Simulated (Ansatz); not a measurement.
Ansatz (a program for electronic structure) input (B3LYP-D3(BJ)/def2-TZVP):

Ansatz 0.2 input:
```yaml
crystal:
  periodic: [false, false, false]
  atoms:
    - {symbol: C, position_ang: [2.86986742, 0.71689962, 0.49084028]}
    - {symbol: C, position_ang: [1.44648068, 0.26115729, 0.80006796]}
    - {symbol: C, position_ang: [0.58028547, 0.17022277, -0.45374806]}
    - {symbol: C, position_ang: [-0.90897695, -0.17235350, -0.22269946]}
    - {symbol: C, position_ang: [-1.57084396, 0.89809570, 0.58238434]}
    - {symbol: C, position_ang: [-1.06203455, -1.53292615, 0.47344916]}
    - {symbol: C, position_ang: [-1.59646956, -0.25022653, -1.60739975]}
    - {symbol: H, position_ang: [2.87415785, 1.70750202, 0.02948812]}
    - {symbol: H, position_ang: [3.36179843, 0.02959933, -0.20213970]}
    - {symbol: H, position_ang: [3.47855209, 0.76832341, 1.39551833]}
    - {symbol: H, position_ang: [0.98337614, 0.95274501, 1.50988539]}
    - {symbol: H, position_ang: [1.48062202, -0.71083094, 1.29857382]}
    - {symbol: H, position_ang: [1.00647349, -0.57661749, -1.13251120]}
    - {symbol: H, position_ang: [0.62846082, 1.12676277, -0.98612644]}
    - {symbol: H, position_ang: [-1.33879623, 1.94031019, 0.40227478]}
    - {symbol: H, position_ang: [-2.40820374, 0.67171464, 1.22922843]}
    - {symbol: H, position_ang: [-0.55909734, -2.31781251, -0.09608359]}
    - {symbol: H, position_ang: [-0.64212304, -1.51921043, 1.47916895]}
    - {symbol: H, position_ang: [-2.11700828, -1.80235664, 0.55680419]}
    - {symbol: H, position_ang: [-1.50416988, 0.69664611, -2.14212201]}
    - {symbol: H, position_ang: [-1.13572481, -1.03286583, -2.21661623]}
    - {symbol: H, position_ang: [-2.65816862, -0.47912480, -1.50270987]}
basis:
  gaussian:
    orbitals: def2-TZVP
hamiltonian:
  xc: b3lyp
  dispersion: d3bj
magnetization: {spin_polarized: true, initial_magnetization: 1}
phonons: {temperatures: {t_min: 298.15, t_max: 298.15, t_step: 100}}
```

Output:

```
Functional definition: B3LYP
integrals: 0.32 GiB planned
1920 factors; their error is unknown
0.41 GiB of the device are held for the grids
2.13 GiB of device memory are held for the factors and their scratch space
mean field: 2.75 GiB planned
mean field evaluation 1: about -7485.8097 eV, gradient 6.5e1 eV
mean field evaluation 2: about -7469.0029 eV, gradient 8.4e1 eV
mean field evaluation 4: about -7505.6658 eV, gradient 5.3e0 eV
mean field evaluation 8: about -7505.7822 eV, gradient 7.3e-2 eV
mean field evaluation 16: about -7505.7256 eV, gradient 4.1e-4 eV
mean field -7505.72557138 eV, -275.8303271848 hartree, gradient 3.1e-5 eV, S^2 0.753916; 0 other end points of the search recorded, 0 dependent functions left out
the calculation of the forces begins
reference -7505.72592658 eV, -275.8303402381 hartree; 29, 28 occupied and 278, 279 virtual orbitals, 1920 factors
these checks for a lower state are left out or cut short: stability, starts, cluster_reference, orbital_swaps, neighbouring_geometries, increment
integrals: 0.32 GiB planned
1920 factors; their error is unknown
0.41 GiB of the device are held for the grids
2.13 GiB of device memory are held for the factors and their scratch space
mean field: 2.75 GiB planned
mean field -7505.72549088 eV, -275.8303242264 hartree, gradient 3.3e-6 eV, S^2 0.753916; 0 other end points of the search recorded, 0 dependent functions left out
the calculation of the forces begins
reference -7505.72584602 eV, -275.8303372774 hartree; 29, 28 occupied and 278, 279 virtual orbitals, 1920 factors
these checks for a lower state are left out or cut short: stability, starts, cluster_reference, orbital_swaps, neighbouring_geometries, increment
integrals: 0.32 GiB planned
1920 factors; their error is unknown
0.41 GiB of the device are held for the grids
2.13 GiB of device memory are held for the factors and their scratch space
mean field: 2.75 GiB planned
mean field evaluation 32: about -7505.7254 eV, gradient 2.4e-6 eV
mean field -7505.72536119 eV, -275.8303194602 hartree, gradient 3.3e-6 eV, S^2 0.753916; 0 other end points of the search recorded, 0 dependent functions left out
the calculation of the forces begins
reference -7505.72571644 eV, -275.8303325157 hartree; 29, 28 occupied and 278, 279 virtual orbitals, 1920 factors
these checks for a lower state are left out or cut short: stability, starts, cluster_reference, orbital_swaps, neighbouring_geometries, increment
integrals: 0.32 GiB planned
1920 factors; their error is unknown
0.41 GiB of the device are held for the grids
2.13 GiB of device memory are held for the factors and their scratch space
mean field: 2.75 GiB planned
mean field -7505.72542007 eV, -275.8303216240 hartree, gradient 3.3e-6 eV, S^2 0.753916; 0 other end points of the search recorded, 0 dependent functions left out
the calculation of the forces begins
reference -7505.72577525 eV, -275.8303346769 hartree; 29, 28 occupied and 278, 279 virtual orbitals, 1920 factors
these checks for a lower state are left out or cut short: stability, starts, cluster_reference, orbital_swaps, neighbouring_geometries, increment
integrals: 0.32 GiB planned
1920 factors; their error is unknown
0.41 GiB of the device are held for the grids
2.13 GiB of device memory are held for the factors and their scratch space
mean field: 2.75 GiB planned
mean field -7505.72538868 eV, -275.8303204705 hartree, gradient 3.3e-6 eV, S^2 0.753916; 0 other end points of the search recorded, 0 dependent functions left out
[...]
2.13 GiB of device memory are held for the factors and their scratch space
mean field: 2.75 GiB planned
mean field -7505.72549820 eV, -275.8303244955 hartree, gradient 3.3e-6 eV, S^2 0.753915; 0 other end points of the search recorded, 0 dependent functions left out
the calculation of the forces begins
reference -7505.72585338 eV, -275.8303375479 hartree; 29, 28 occupied and 278, 279 virtual orbitals, 1920 factors
these checks for a lower state are left out or cut short: stability, starts, cluster_reference, orbital_swaps, neighbouring_geometries, increment
integrals: 0.32 GiB planned
1920 factors; their error is unknown
0.41 GiB of the device are held for the grids
2.13 GiB of device memory are held for the factors and their scratch space
mean field: 2.75 GiB planned
mean field -7505.72552762 eV, -275.8303255766 hartree, gradient 3.3e-6 eV, S^2 0.753916; 0 other end points of the search recorded, 0 dependent functions left out
the calculation of the forces begins
reference -7505.72588284 eV, -275.8303386307 hartree; 29, 28 occupied and 278, 279 virtual orbitals, 1920 factors
these checks for a lower state are left out or cut short: stability, starts, cluster_reference, orbital_swaps, neighbouring_geometries, increment
integrals: 0.32 GiB planned
1920 factors; their error is unknown
0.41 GiB of the device are held for the grids
2.13 GiB of device memory are held for the factors and their scratch space
mean field: 2.75 GiB planned
mean field -7505.72548337 eV, -275.8303239505 hartree, gradient 3.3e-6 eV, S^2 0.753916; 0 other end points of the search recorded, 0 dependent functions left out
the calculation of the forces begins
reference -7505.72583853 eV, -275.8303370024 hartree; 29, 28 occupied and 278, 279 virtual orbitals, 1920 factors
these checks for a lower state are left out or cut short: stability, starts, cluster_reference, orbital_swaps, neighbouring_geometries, increment
integrals: 0.32 GiB planned
1920 factors; their error is unknown
0.41 GiB of the device are held for the grids
2.13 GiB of device memory are held for the factors and their scratch space
mean field: 2.75 GiB planned
mean field evaluation 896: about -7505.7868 eV, gradient 7.3e-4 eV
mean field -7505.72557827 eV, -275.8303274380 hartree, gradient 3.3e-6 eV, S^2 0.753916; 0 other end points of the search recorded, 0 dependent functions left out
the calculation of the forces begins
reference -7505.72593351 eV, -275.8303404926 hartree; 29, 28 occupied and 278, 279 virtual orbitals, 1920 factors
these checks for a lower state are left out or cut short: stability, starts, cluster_reference, orbital_swaps, neighbouring_geometries, increment
integrals: 0.32 GiB planned
1920 factors; their error is unknown
0.41 GiB of the device are held for the grids
2.13 GiB of device memory are held for the factors and their scratch space
mean field: 2.75 GiB planned
mean field -7505.72543872 eV, -275.8303223096 hartree, gradient 3.3e-6 eV, S^2 0.753916; 0 other end points of the search recorded, 0 dependent functions left out
the calculation of the forces begins
reference -7505.72579388 eV, -275.8303353615 hartree; 29, 28 occupied and 278, 279 virtual orbitals, 1920 factors
these checks for a lower state are left out or cut short: stability, starts, cluster_reference, orbital_swaps, neighbouring_geometries, increment
integrals: 0.32 GiB planned
1920 factors; their error is unknown
0.41 GiB of the device are held for the grids
2.13 GiB of device memory are held for the factors and their scratch space
mean field: 2.75 GiB planned
mean field -7505.72550981 eV, -275.8303249221 hartree, gradient 3.3e-6 eV, S^2 0.753916; 0 other end points of the search recorded, 0 dependent functions left out
the calculation of the forces begins
reference -7505.72586505 eV, -275.8303379767 hartree; 29, 28 occupied and 278, 279 virtual orbitals, 1920 factors
these checks for a lower state are left out or cut short: stability, starts, cluster_reference, orbital_swaps, neighbouring_geometries, increment
integrals: 0.32 GiB planned
1920 factors; their error is unknown
0.41 GiB of the device are held for the grids
2.13 GiB of device memory are held for the factors and their scratch space
mean field: 2.75 GiB planned
mean field -7505.72554866 eV, -275.8303263498 hartree, gradient 3.3e-6 eV, S^2 0.753916; 0 other end points of the search recorded, 0 dependent functions left out
the calculation of the forces begins
reference -7505.72590386 eV, -275.8303394030 hartree; 29, 28 occupied and 278, 279 virtual orbitals, 1920 factors
these checks for a lower state are left out or cut short: stability, starts, cluster_reference, orbital_swaps, neighbouring_geometries, increment
integrals: 0.32 GiB planned
1920 factors; their error is unknown
0.41 GiB of the device are held for the grids
2.13 GiB of device memory are held for the factors and their scratch space
mean field: 2.75 GiB planned
mean field evaluation 928: about -7505.7256 eV, gradient 2.4e-6 eV
mean field -7505.72555816 eV, -275.8303266989 hartree, gradient 3.3e-6 eV, S^2 0.753916; 0 other end points of the search recorded, 0 dependent functions left out
the calculation of the forces begins
reference -7505.72591336 eV, -275.8303397522 hartree; 29, 28 occupied and 278, 279 virtual orbitals, 1920 factors
these checks for a lower state are left out or cut short: stability, starts, cluster_reference, orbital_swaps, neighbouring_geometries, increment
integrals: 0.32 GiB planned
1920 factors; their error is unknown
0.41 GiB of the device are held for the grids
2.13 GiB of device memory are held for the factors and their scratch space
mean field: 2.75 GiB planned
mean field -7505.72552052 eV, -275.8303253154 hartree, gradient 3.3e-6 eV, S^2 0.753916; 0 other end points of the search recorded, 0 dependent functions left out
the calculation of the forces begins
reference -7505.72587570 eV, -275.8303383683 hartree; 29, 28 occupied and 278, 279 virtual orbitals, 1920 factors
these checks for a lower state are left out or cut short: stability, starts, cluster_reference, orbital_swaps, neighbouring_geometries, increment
integrals: 0.32 GiB planned
1920 factors; their error is unknown
0.41 GiB of the device are held for the grids
2.13 GiB of device memory are held for the factors and their scratch space
mean field: 2.75 GiB planned
mean field -7505.72558936 eV, -275.8303278456 hartree, gradient 3.3e-6 eV, S^2 0.753916; 0 other end points of the search recorded, 0 dependent functions left out
the calculation of the forces begins
reference -7505.72594457 eV, -275.8303408992 hartree; 29, 28 occupied and 278, 279 virtual orbitals, 1920 factors
Total energy: -7506.59791279 eV, -275.8623851402 hartree
Atom 0 at     2.869867     0.716900     0.490840 Å, force     0.000153     0.000133    -0.000022 eV/Å
Atom 1 at     1.446481     0.261157     0.800068 Å, force    -0.000259    -0.000080    -0.000114 eV/Å
Atom 2 at     0.580285     0.170223    -0.453748 Å, force     0.000139    -0.000267    -0.000753 eV/Å
Atom 3 at    -0.908977    -0.172353    -0.222699 Å, force    -0.000330     0.000361     0.000644 eV/Å
Atom 4 at    -1.570844     0.898096     0.582384 Å, force    -0.001410     0.000508     0.001114 eV/Å
Atom 5 at    -1.062035    -1.532926     0.473449 Å, force    -0.000344     0.000087    -0.000180 eV/Å
Atom 6 at    -1.596470    -0.250227    -1.607400 Å, force     0.000508    -0.000170    -0.000184 eV/Å
Atom 7 at     2.874158     1.707502     0.029488 Å, force    -0.000078     0.000002     0.000043 eV/Å
Atom 8 at     3.361798     0.029599    -0.202140 Å, force    -0.000060     0.000064    -0.000019 eV/Å
Atom 9 at     3.478552     0.768323     1.395518 Å, force    -0.000026     0.000016     0.000013 eV/Å
Atom 10 at     0.983376     0.952745     1.509885 Å, force    -0.000106    -0.000013    -0.000100 eV/Å
Atom 11 at     1.480622    -0.710831     1.298574 Å, force     0.000034    -0.000035     0.000043 eV/Å
Atom 12 at     1.006473    -0.576617    -1.132511 Å, force     0.000092    -0.000066    -0.000069 eV/Å
Atom 13 at     0.628461     1.126763    -0.986126 Å, force     0.000110    -0.000066     0.000155 eV/Å
Atom 14 at    -1.338796     1.940310     0.402275 Å, force    -0.000353    -0.001136     0.000302 eV/Å
Atom 15 at    -2.408204     0.671715     1.229228 Å, force     0.001614     0.000704    -0.001109 eV/Å
Atom 16 at    -0.559097    -2.317813    -0.096084 Å, force     0.000061    -0.000036    -0.000041 eV/Å
Atom 17 at    -0.642123    -1.519210     1.479169 Å, force     0.000003     0.000050    -0.000047 eV/Å
Atom 18 at    -2.117008    -1.802357     0.556804 Å, force     0.000005    -0.000009    -0.000026 eV/Å
Atom 19 at    -1.504170     0.696646    -2.142122 Å, force     0.000015     0.000097     0.000159 eV/Å
Atom 20 at    -1.135725    -1.032866    -2.216616 Å, force     0.000089    -0.000132    -0.000065 eV/Å
Atom 21 at    -2.658169    -0.479125    -1.502710 Å, force     0.000145    -0.000013     0.000255 eV/Å
Dipole moment:     0.000752    -0.029267    -0.027940 e Å
Vibrations: 78.48 114.90 123.45 178.95 238.54 250.11 275.29 311.02 319.15 342.58 408.86 427.80 472.31 572.16 752.36 765.00 872.75 886.71 933.40 935.10 956.44 983.58 1024.80 1053.65 1077.08 1119.32 1170.74 1241.13 1265.11 1302.63 1322.34 1346.82 1387.67 1397.60 1412.63 1415.44 1462.23 1479.83 1487.72 1492.46 1495.72 1499.50 1501.42 1511.16 1515.28 3001.43 3019.09 3022.87 3026.14 3029.39 3030.78 3055.97 3082.26 3084.35 3088.31 3089.04 3098.55 3105.91 3133.11 3233.23 cm⁻¹, zero-point energy 5.472762 eV
```

It need not be the lowest isomer of its formula.
